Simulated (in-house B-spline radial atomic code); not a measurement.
Successive ionisation energies of rhenium; each step leads to the configuration of the next row (after the last: [Kr] 4d10 4f5/2(6) 4f7/2(3)). Dirac energy differences include first-order Breit, QED and recoil terms. NIST's values go from ground level to ground level; the uncertainty of those that are theory runs from under 0.1 % in few-electron ions to several per cent in heavy many-electron ones. Computed with an all-electron radial atomic-structure program (B-spline basis): Dirac-Hartree-Fock, jj configuration that fills j = l - 1/2 first, finite nuclei.

Some pairs differ by more than the removed electron.

A number in brackets counts the electrons of a j subshell.

```
  ion                    configuration  ionisation energy (eV)  tabulated value (eV)    tabulated kind  computed minus tabulated (eV)  highest orbital  largest mean radius (bohr)
Re15+  [Kr] 4d10 4f5/2(6) 4f7/2(6) 5s2                   365.5                   377  tabulated theory                          -11.5            5s1/2                     0.92696
Re16+  [Kr] 4d10 4f5/2(6) 4f7/2(5) 5s2                   389.9                   403  tabulated theory                          -13.1            5s1/2                     0.91127
Re17+      [Kr] 4d10 4f5/2(6) 4f7/2(6)                       ?                     ?  tabulated theory                              ?                ?                           ?
Re18+      [Kr] 4d10 4f5/2(6) 4f7/2(5)                       ?                     ?  tabulated theory                              ?                ?                           ?
Re19+      [Kr] 4d10 4f5/2(6) 4f7/2(4)                   504.9                   520  tabulated theory                          -15.1            4f7/2                     0.49678
```

Q: Fill in the row of Re17+.

A: ionisation energy (eV): 423.5; tabulated value (eV): 429; computed minus tabulated (eV): -5.5; highest orbital: 4f7/2; largest mean radius (bohr): 0.51635.

Q: Fill in the row of Re18+.

A: ionisation energy (eV): 463.5; tabulated value (eV): 476; computed minus tabulated (eV): -12.5; highest orbital: 4f7/2; largest mean radius (bohr): 0.50627.
